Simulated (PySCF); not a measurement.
Isomers of C5H13N2PSi, one GFN2-xTB conformer each. Single-point energies are computed at PBE0/pcSseg-1 (PySCF, gas phase, no added dispersion term), electronic only.

Task: Rank them by PBE0/pcSseg-1 energy, lowest first (kJ/mol).
A. `[CH3:1][SiH2:2][P:3]1[N:4]([CH3:5])[CH:6]=[CH:7][N:8]1[CH3:9]` with C1–Si2–P3–N4 -102°, Si2–P3–N4–C5 131°, P3–N4–C6–C7 -7°, C6–C7–N8–C9 -139°, Si2–P3–N8–C7 87°
B. `[CH3:1][CH2:2][C@H:3]([C:4]#[N:5])[CH2:6][NH:7][SiH2:8][PH2:9]` with C1–C2–C3–C4 -63°, C2–C3–C6–N7 -59°, C3–C6–N7–Si8 -69°, C6–N7–Si8–P9 -28°, N7–Si8–P9–H -75° and -168°

Result: B (0.0), A (58.9).

As drawn, the lower has a C≡N group and an N–H bond, which the higher lacks; the higher has an Si–C bond and a C=C bond outside aromatic rings, which the lower lacks. GFN2-xTB itself gives, in the same order: 51.0, 0.0. GFN2-xTB puts C[SiH2]P1N(C)C=CN1C lowest instead.

Task: Which frontier levels, dipoles and rotational constants go with these structures?

Result: 
```tsv
SMILES	HOMO (eV, PBE0/pcSseg-1)	LUMO (eV)	dipole (D)	A, B, C (MHz)
CC[C@H](C#N)CN[SiH2]P	-7.27	0.03	4.63	1626, 627.0, 539.4
C[SiH2]P1N(C)C=CN1C	-4.85	-0.20	1.33	1509, 971.9, 740.2
```
